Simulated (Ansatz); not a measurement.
Consider the redistribution: `F[Si]1(F)BC1` + `CO[SiH](Br)OC` → `F[Si]1(Br)BC1` + `CO[SiH](F)OC`.

Calculated with Ansatz (gas phase, PBE0-D4/def2-TZVP geometries, no zero-point term in ΔE). CBS: MP2 limit from def2 TZ/QZ plus the TZ coupled-cluster correction, frozen cores. For Br outer-core shells are correlated without core-valence functions, which leaves a few kJ/mol of doubt a bond. Scalar relativity is left out up to krypton. One conformer a species, not always the lowest.

```tsv
species	CCSD(T)/CBS(def2) energy (Eh)
`F[Si]1(F)BC1`	-553.37905
`CO[SiH](Br)OC`	-3093.18622
`F[Si]1(Br)BC1`	-3026.88726
`CO[SiH](F)OC`	-619.68289
```

Problem. Work out ΔE.

Solution. ΔE = (-3026.88726) + (-619.68289) − (-553.37905) − (-3093.18622) = -0.00488 Eh = -12.8 kJ/mol.

Largest T1 diagnostic among the species: 0.014.
